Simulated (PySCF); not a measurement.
# Telling isomers of C$_{6}$H$_{5}$F$_{3}$NP apart by NMR

[PySCF: GFN2-xTB structure; NMR shieldings at PBE0/pcSseg-1/GIAO; gas phase; relativity neglected; equivalent nuclei averaged; one computed conformer]

δ = σ(ref) − σ, references computed at the same level: 1H (σ = 31.72 ppm) and 13C (σ = 186.93 ppm) vs TMS. Splittings of carbon signals by F and P are missing where no couplings were computed. Where no couplings were computed, multiplicities follow the n + 1 count of equivalent neighbours, and m marks all less simple cases (inequivalent or close neighbours, rings, F or P nearby). Shifts are as computed. Against solution values, carbons near 30 ppm lie about +3 ppm off and those near 130 ppm about +5 ppm. Of 1211 compounds with measured shifts, 218 miss one by over three times the rms of a fit or turn the order of signals round; such compounds aren't used in these exercises.

(1) Tabulate the signals of `Cc1pccnc1C(F)(F)F`, `Cc1cpc(C(F)(F)F)cn1`, `Cc1ncc(C(F)(F)F)cp1`, `Cc1ccpc(C(F)(F)F)n1` and their relative energies.

(2) What is the quickest way to tell Cc1cpc(C(F)(F)F)cn1 from Cc1ccpc(C(F)(F)F)n1?

(3) What is the quickest way to tell Cc1pccnc1C(F)(F)F from Cc1ccpc(C(F)(F)F)n1?

(4) What is the quickest way to tell Cc1pccnc1C(F)(F)F from Cc1cpc(C(F)(F)F)cn1?

Answers

(1) 
```json
{"SMILES": "Cc1pccnc1C(F)(F)F", "carbon types": "3×C 2×CH 1×CH3", "δC": "173.4, 161.9, 153.7, 153.3, 132.0, 24.5", "δH": "9.32 (m, 1H), 9.07 (m, 1H), 3.30 (m, 3H)", "E rel. (kcal/mol)": "3.4"}
{"SMILES": "Cc1cpc(C(F)(F)F)cn1", "carbon types": "3×C 2×CH 1×CH3", "δC": "168.4, 158.0, 157.3, 155.1, 135.3, 30.5", "δH": "9.63 (m, 1H), 8.95 (m, 1H), 3.01 (s, 3H)", "E rel. (kcal/mol)": "0.0"}
{"SMILES": "Cc1ncc(C(F)(F)F)cp1", "carbon types": "3×C 2×CH 1×CH3", "δC": "208.9, 176.5, 148.7, 133.6, 128.1, 34.6", "δH": "10.07 (m, 1H), 9.31 (m, 1H), 3.34 (m, 3H)", "E rel. (kcal/mol)": "2.0"}
{"SMILES": "Cc1ccpc(C(F)(F)F)n1", "carbon types": "3×C 2×CH 1×CH3", "δC": "193.5, 175.7, 163.3, 131.1, 130.3, 29.4", "δH": "9.72 (m, 1H), 7.82 (m, 1H), 3.00 (s, 3H)", "E rel. (kcal/mol)": "1.2"}
```

Energies are electronic energies at PBE0/pcSseg-1 on these geometries, without zero-point or thermal terms, each for the one conformer computed, which needn't be the lowest.

(2) Both give the same number of carbon signals, with the same numbers of each carbon type, so the positions decide. The first has an aromatic CH at 155.1 ppm, the second a substituted aromatic carbon next to a ring nitrogen (C) at 193.5 ppm. Their most deshielded carbons lie at 168.4 and 193.5 ppm.

(3) Both give the same number of carbon signals, with the same numbers of each carbon type, so the positions decide. The first has an aromatic CH next to a ring nitrogen at 153.7 ppm, the second an aromatic CH at 130.3 ppm. Their most deshielded carbons lie at 173.4 and 193.5 ppm. In the proton spectra the most deshielded non-exchanging signals are 9.32 (m, 1H) and 9.72 (m, 1H).

(4) Both give the same number of carbon signals, with the same numbers of each carbon type, so the positions decide. The first has a methyl carbon on an aromatic ring (CH3) at 24.5 ppm, the second a methyl carbon on an aromatic ring (CH3) at 30.5 ppm. Their most deshielded carbons lie at 173.4 and 168.4 ppm.
